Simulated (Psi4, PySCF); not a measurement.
PySCF was given this input:
```python
from pyscf import gto, scf, dft

mol = gto.Mole()
mol.atom = '''
    Cu    0.00000000    0.00000000    0.00000000
'''
mol.basis = 'cc-pvtz'
mol.spin = 1
mol.verbose = 4
mol.build()

mf = dft.UKS(mol)
mf.xc = 'wb97m_v'
mf.grids.atom_grid = (99, 590)
mf.grids.prune = None
mf.kernel()
```

Question: Give the equivalent Psi4 input.

Answer: Several could match; the one computed here: 
```
memory 2 GB

molecule {
0 2
Cu    0.00000000    0.00000000    0.00000000
}

set {
  basis cc-pvtz
  reference uks
  scf_type pk
  puream true
  d_convergence 1e-8
  dft_radial_points 99
  dft_spherical_points 590
}

energy('wb97m-v')
print_variables()
```

Both were run: PySCF gave -1640.433378 Eh and Psi4 -1640.433387 Eh, 0.009 mEh apart.
